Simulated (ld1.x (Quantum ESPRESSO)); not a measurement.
## Configuration tests for Bi (Z = 83) (TM)

- Element: Bi (Z = 83)
- Generator: ld1.x (Quantum ESPRESSO) 7.5
- Type: norm-conserving Troullier–Martins (Kleinman–Bylander form)
- Functional: LDA (PZ)
- Relativity: scalar-relativistic
- Frozen core: [Xe] 4f14 5d10
- Valence charge: 5
- Reference configuration: 6s2 6p2.5 (charge +0.5)
- Partial waves: 6p (bound): rc 2.25 bohr; 6s (bound): rc 2.05 bohr
- Local potential: the s channel
- Core correction: a·sin(br)/r model core inside 1.00 bohr

Energies are relative to the spin-unpolarised reference configuration 6s2 6p2.5; without spin polarisation the order of configurations can differ from experiment. Spin-polarised rows fill each open shell by Hund’s rule, majority spin first.

Question: Give the all-electron excitation energy and the error of the potential for: 6s2 6p3; 6s2 6p2; 6s2 6p1; 6s1 6p3; 6s2 6p3.3; 6s1 6p4; 6s0 6p5; 6s2 6p2.5 (spin-polarised); 6s2 6p3 (spin-polarised).

Answer:

```json
{"valence configuration": "6s2 6p3", "charge": "0", "ΔE all-electron (eV)": "-3.208", "error AE − PS (meV)": "+0.2"}
{"valence configuration": "6s2 6p2", "charge": "+1", "ΔE all-electron (eV)": "4.946", "error AE − PS (meV)": "-5.0"}
{"valence configuration": "6s2 6p1", "charge": "+2", "ΔE all-electron (eV)": "20.511", "error AE − PS (meV)": "-51"}
{"valence configuration": "6s1 6p3", "charge": "+1", "ΔE all-electron (eV)": "15.841", "error AE − PS (meV)": "-48"}
{"valence configuration": "6s2 6p3.3", "charge": "-0.3", "ΔE all-electron (eV)": "-4.360", "error AE − PS (meV)": "-0.5"}
{"valence configuration": "6s1 6p4", "charge": "0", "ΔE all-electron (eV)": "6.969", "error AE − PS (meV)": "-21"}
{"valence configuration": "6s0 6p5", "charge": "0", "ΔE all-electron (eV)": "17.514", "error AE − PS (meV)": "-99"}
{"valence configuration": "6s2 6p2.5 (spin-polarised)", "charge": "+0.5", "ΔE all-electron (eV)": "-0.784", "error AE − PS (meV)": "-3.4"}
{"valence configuration": "6s2 6p3 (spin-polarised)", "charge": "0", "ΔE all-electron (eV)": "-4.232", "error AE − PS (meV)": "-3.2"}
```

Levels in the configuration 6s2 6p2:

| level | all-electron (eV) | pseudo (eV) |
| --- | --- | --- |
| 6s | -22.453 | -22.478 |
| 6p | -11.719 | -11.731 |

Note: ghost state, extra bound levels that the all-electron valence spectrum of the same l lacks: d at -2.14 eV. A true bound ghost makes a file unfit for plane-wave use.
